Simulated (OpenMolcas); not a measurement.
## Cd+: effect of the basis set

```yaml
Program: OpenMolcas
Method: "SS-CASPT2, IPEA 0.25 Eh, imaginary shift 0.1 Eh (closed shells correlated: 4d)"
Active_space: 1 electron in 4 orbitals (5s 5p)
State_averaging: 2S+1 = 2 even, 1 root; 2S+1 = 2 odd, 3 roots
Spin-orbit_coupling: RASSI with atomic mean-field integrals over the reference wave functions, term energies averaged over their components
```

A. ANO-R1 [6s4p3d1f], X2C, finite nucleus; CASPT2 step roughly 0.8 core-seconds
B. ANO-RCC-VDZP [6s5p3d1f], DKH2, point nucleus; CASPT2 step about 0.6 core-seconds
C. ANO-R2 [7s5p4d2f1g], X2C, finite nucleus; CASPT2 step about 0.9 core-seconds
D. ANO-RCC-VTZP [7s6p4d2f1g], DKH2, point nucleus; CASPT2 step about 0.9 core-seconds
E. ANO-R3 [8s6p5d3f2g1h], X2C, finite nucleus; CASPT2 step roughly 1.7 core-seconds
F. ANO-RCC-VQZP [8s7p5d3f2g1h], DKH2, point nucleus; CASPT2 step of the order of 1.5 core-seconds

Energies in cm⁻¹ above 5s ²S_1/2, the measured ground level; measured values from NIST Handbook of Basic Atomic Spectroscopic Data.

```
     Level      A      B      C      D      E      F  Measured
 5s ²S_1/2    0.0    0.0    0.0    0.0    0.0    0.0       0.0
5p ²P°_1/2  55024  44819  56039  45164  55894  44988     44136
5p ²P°_3/2  58663  46697  59494  46930  59328  46872     46619
```

Deviations, from unrounded energies. A percentage is the sum of absolute deviations over the sum of measured energies, with the sign that they share, or ± where signs differ.

```tsv
Against measurement	Levels	A	B	C	D	E	F
mean absolute deviation (cm-1)	2	11000	380	12000	670	12000	550
other configurations (%)	2	+25.3	+0.8	+27.3	+1.5	+27.0	+1.2
```

B lies closest to measurement on these levels and C furthest from it. The largest miss of B in the table is 5p ²P°_1/2, by +680 cm-1. The ranking rests on the paired levels alone, and a cruder setting can come out closer through cancelling errors.

Among A to F the level of the table that moves most is 5p ²P°_3/2, by 13000 cm-1 (lowest in B, highest in C).

With one active electron, CASPT2 adds the correlation within the correlated inactive shells and between them and that electron, and leaves the splitting within a term as the reference gives it. The ANO-R sets hold no well-fitted valence p shell for this element, so s → p excitations can come out far too high (holds for A; C; E). Computed and measured levels are paired by configuration, term and J; levels that our copy of the source lacks, or whose pairing is in doubt (as where it misses far off the trend of its configuration), stay unpaired and out of the deviations. Only configurations of the active space appear.

° marks odd parity.
